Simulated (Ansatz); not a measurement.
Relaxation of BrClF3HSi (7 atoms, charge 0, multiplicity 1), to a largest force component of 0.03 eV/Å in at most 50 steps.

All numbers below come from RKS B3LYP-D4/def2-SVP (Ansatz).

```xyz
7
Properties=species:S:1:pos:R:3:forces:R:3
Si -0.499 -0.460 -0.705 1.02 -0.39 0.08
Br 1.627 -1.124 -0.250 -1.03 0.31 -0.24
F -1.023 -1.335 -1.934 0.00 -0.01 0.00
F -0.536 1.069 -1.150 0.00 0.00 0.00
F -1.463 -0.729 0.532 -0.02 0.00 0.03
H 1.508 0.985 1.605 -0.48 0.28 0.15
Cl 0.386 1.594 1.901 0.51 -0.18 -0.03
```

Problem. Where does it end, and by what steps?

Solution. It converged. The force dipped under the threshold on the way, but the program's further checks kept it going. After 8 steps the energy has fallen by 0.072 eV; H6 moved furthest, 0.23 Å.

| step | energy less start (eV) | largest force component (eV/Å) | accepted |
| --- | --- | --- | --- |
| 0 | 0.0000 | 1.026 | yes |
| 1 | -0.0623 | 0.432 | yes |
| 2 | -0.0602 | 0.632 | no |
| 3 | -0.0643 | 0.465 | yes |
| 4 | -0.0714 | 0.069 | yes |
| 5 | -0.0720 | 0.047 | yes |
| 6 | -0.0721 | 0.039 | yes |
| 7 | -0.0723 | 0.012 | yes |
| 8 | -0.0724 | 0.022 | yes |

```xyz
7
Properties=species:S:1:pos:R:3
Si -0.503 -0.518 -0.765
Br 1.542 -1.162 -0.318
F -1.065 -1.376 -1.992
F -0.537 1.019 -1.189
F -1.470 -0.757 0.480
H 1.589 1.138 1.750
Cl 0.442 1.657 2.035
```

Whether the end is a true minimum wasn't checked by a vibrational analysis.

Run time: 30 s on 2 threads of Arm Neoverse V2, on a shared host, peak memory 0.3 GiB.
